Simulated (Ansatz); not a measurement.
`BCB` + `N=CCl` → `B/N=C\Cl` + `BC` at 400 K and 1 bar (ligand exchange at a B–C bond).

Gas-phase electronic energies from Ansatz, PBE0-D4/def2-TZVP geometries. CCSD(T)/CBS adds triple-zeta CCSD(T) − MP2 to the extrapolated MP2 energy (def2 sets, frozen cores). This one scheme is used for every species. Each species was taken in one conformer, which may not be the lowest.

```
   species  CCSD(T)/CBS energy (Eh)  H − E (kJ/mol)  S (J/(mol·K))
     `BCB`                -91.21084           201.0          306.8
   `N=CCl`               -553.70684            99.7          275.2
`B/N=C\Cl`               -579.12291           135.9          317.9
      `BC`                -65.83255           164.9          265.6
```

H − E and S are ideal-gas, rigid-rotor, harmonic terms from PBE0-D4/def2-TZVP, for one conformer and one mirror image of each species. 1 Eh = 2625.50 kJ/mol, R = 8.31446 J/(mol·K).

**Question.** By hand: ΔE, ΔH, ΔS and ΔG.

**Answer.** ΔE = (-579.12291) + (-65.83255) − (-91.21084) − (-553.70684) = -0.03778 Eh = -99.2 kJ/mol. Δ(H − E) = 135.9 + 164.9 − 201.0 − 99.7 = 0.1, so ΔH = -99.1 kJ/mol. ΔS = 317.9 + 265.6 − 306.8 − 275.2 = 1.5 J/(mol·K). ΔG = -99.1 − 400 × (1.5)/1000 = -99.7 kJ/mol.

**Question.** By hand: the equilibrium constant, and the temperature at which ΔG would vanish if ΔH and ΔS stayed fixed.

**Answer.** log₁₀ K = −ΔG/(RT ln 10) = 13.0. ΔH and −TΔS have one sign here, so there is no such temperature. One of them is within its doubt of zero, so this could turn.

The number of gas molecules stays the same, so ΔS is small and ΔH decides. A doubt of 5 kJ/mol in ΔE shifts log₁₀ K by 0.7 here. Other conformers and mirror images would add mixing entropy, several J/(mol·K) or more a flexible species. These are equilibria of isolated gas molecules and say nothing of rates. Largest T1 diagnostic: 0.014 (customary marks: 0.02 for closed shells, 0.045 for open ones).
